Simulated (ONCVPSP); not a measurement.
Transferability test, ONCV potential for argon (Ar)

ONCVPSP 4.0.1 input, shortened (lines: element, Z, core and valence counts, functional; n l f; lmax; l rc ep ncon nbas qcut; lloc lpopt rc5 dvloc0; l nproj debl; icmod fcfact rcfact), PBEsol, scalar-relativistic:

```
  Ar 18.00    1    4  -116133      upf
    1    0    2.00
    2    0    2.00
    2    1    6.00
    3    0    2.00
    3    1    6.00
    1
    0    0.80    0.00    4    7   19.00
    1    0.50    0.00    3    7   35.10
    4    1    0.45    3.00
    0    2    2.30
    1    2    3.70
    2    0.40    0.60
```

Energies are relative to the spin-unpolarised reference configuration 2s2 2p6 3s2 3p6; without spin polarisation the order of configurations can differ from experiment.

(1) Give the all-electron excitation energy and the error of the potential for: 2s2 2p6 3s2 3p5; 2s2 2p6 3s2 3p4; 2s2 2p6 3s2 3p3; 2s1 2p6 3s2 3p6.

Answers

(1)

```csv
valence configuration,charge,ΔE all-electron (eV),error AE − PS (meV)
2s2 2p6 3s2 3p5,+1,16.014,+2.1
2s2 2p6 3s2 3p4,+2,44.618,+5.4
2s2 2p6 3s2 3p3,+3,87.140,+11
2s1 2p6 3s2 3p6,+1,314.166,-531
```
